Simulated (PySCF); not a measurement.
cyclopentadiene (C5H6), SMILES C1=CC=CC1. Atoms are numbered in the order given.

```xyz
11

C     -0.9905    -0.7318     0.0000
C      0.2850    -1.1756     0.0000
C      1.2093     0.0000     0.0000
C      0.2849     1.1756     0.0000
C     -0.9905     0.7318     0.0000
H     -1.8881    -1.3529     0.0000
H      0.6143    -2.2154     0.0000
H      1.8793     0.0000    -0.8806
H      1.8793     0.0000     0.8806
H      0.6143     2.2154     0.0000
H     -1.8881     1.3529     0.0000
```

Coordinates come from a PBE0-D3(BJ)/def2-SVP optimisation. Other conformers were not sampled.

These are TDDFT-CAM-B3LYP/def2-SVPD run with PySCF values and carry that method's errors.

Vertical excitations.  State labels are in the subgroup Cs.

```json
[
 {"state": "S1", "symmetry": "A'", "energy (eV)": "5.18", "λ (nm)": "240", "f": "0.086", "main pairs": "HOMO→LUMO 99 %"},
 {"state": "S2", "symmetry": "A\"", "energy (eV)": "6.36", "λ (nm)": "195", "f": "0.000", "main pairs": "HOMO→LUMO+1 97 %"},
 {"state": "S3", "symmetry": "A'", "energy (eV)": "6.95", "λ (nm)": "178", "f": "0.009", "main pairs": "HOMO−1→LUMO 56 %, HOMO→LUMO+6 44 %"},
 {"state": "S4", "symmetry": "A\"", "energy (eV)": "7.08", "λ (nm)": "175", "f": "0.049", "main pairs": "HOMO→LUMO+3 95 %"},
 {"state": "S5", "symmetry": "A\"", "energy (eV)": "7.15", "λ (nm)": "173", "f": "0.000", "main pairs": "HOMO→LUMO+2 97 %"},
 {"state": "S6", "symmetry": "A\"", "energy (eV)": "7.74", "λ (nm)": "160", "f": "0.000", "main pairs": "HOMO→LUMO+4 87 %"},
 {"state": "S7", "symmetry": "A\"", "energy (eV)": "7.81", "λ (nm)": "159", "f": "0.001", "main pairs": "HOMO→LUMO+5 95 %"},
 {"state": "S8", "symmetry": "A\"", "energy (eV)": "7.91", "λ (nm)": "157", "f": "0.000", "main pairs": "HOMO−2→LUMO 85 %"},
 {"state": "S9", "symmetry": "A\"", "energy (eV)": "8.06", "λ (nm)": "154", "f": "0.000", "main pairs": "HOMO−3→LUMO 95 %"},
 {"state": "S10", "symmetry": "A\"", "energy (eV)": "8.06", "λ (nm)": "154", "f": "0.000", "main pairs": "HOMO→LUMO+7 76 %, HOMO−2→LUMO 12 %"},
 {"state": "T1", "symmetry": "A'", "energy (eV)": "3.09", "λ (nm)": "401", "f": "0", "main pairs": "HOMO→LUMO 95 %"},
 {"state": "T2", "symmetry": "A'", "energy (eV)": "4.95", "λ (nm)": "251", "f": "0", "main pairs": "HOMO−1→LUMO 52 %, HOMO→LUMO+6 43 %"},
 {"state": "T3", "symmetry": "A\"", "energy (eV)": "6.29", "λ (nm)": "197", "f": "0", "main pairs": "HOMO→LUMO+1 95 %"},
 {"state": "T4", "symmetry": "A'", "energy (eV)": "6.70", "λ (nm)": "185", "f": "0", "main pairs": "HOMO→LUMO+6 52 %, HOMO−1→LUMO 47 %"}
]
```
Triplets are in the Tamm–Dancoff approximation, which puts them higher than full response would, so one can lie above its singlet here.
